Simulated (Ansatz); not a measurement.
`NCBF` → `NBF` + `[CH2]` (triplet) at 600 K and 1 bar (formal loss of a carbene).

Calculated with Ansatz (gas phase, PBE0-D4/def2-TZVP geometries, no zero-point term in ΔE). CCSD(T)/CBS adds triple-zeta CCSD(T) − MP2 to the extrapolated MP2 energy (def2 sets, frozen cores). This one scheme is used for every species. Triplets are unrestricted, without spin–orbit coupling. One conformer a species, not always the lowest.

```tsv
species	CCSD(T)/CBS energy (Eh)	H − E (kJ/mol)	S (J/(mol·K))
`NCBF`	-220.39333	229.5	365.8
`NBF`	-181.19761	145.2	305.2
`[CH2]` (triplet)	-39.09499	66.5	220.8
```

H − E and S are ideal-gas, rigid-rotor, harmonic terms from PBE0-D4/def2-TZVP, for one conformer and one mirror image of each species, with the whole ground term of open shells counted as degenerate. 1 Eh = 2625.50 kJ/mol, R = 8.31446 J/(mol·K).

**Question.** By hand: ΔE, ΔH, ΔS and ΔG.

**Answer.** ΔE = (-181.19761) + (-39.09499) − (-220.39333) = 0.10073 Eh = 264.5 kJ/mol. Δ(H − E) = 145.2 + 66.5 − 229.5 = -17.8, so ΔH = 246.7 kJ/mol. ΔS = 305.2 + 220.8 − 365.8 = 160.2 J/(mol·K). ΔG = 246.7 − 600 × (160.2)/1000 = 150.6 kJ/mol.

**Question.** By hand: the equilibrium constant, and the temperature at which ΔG would vanish if ΔH and ΔS stayed fixed.

**Answer.** log₁₀ K = −ΔG/(RT ln 10) = -13.1. ΔG = 0 at ΔH/ΔS = 1540 K.

The number of gas molecules changes by +1, which sets the sign of ΔS. A doubt of 5 kJ/mol in ΔE shifts log₁₀ K by 0.4 here. Other conformers and mirror images would add mixing entropy, several J/(mol·K) or more a flexible species. A triplet takes part, so the spin changes. These are equilibria of isolated gas molecules and say nothing of rates. Largest T1 diagnostic: 0.012 (customary marks: 0.02 for closed shells, 0.045 for open ones).
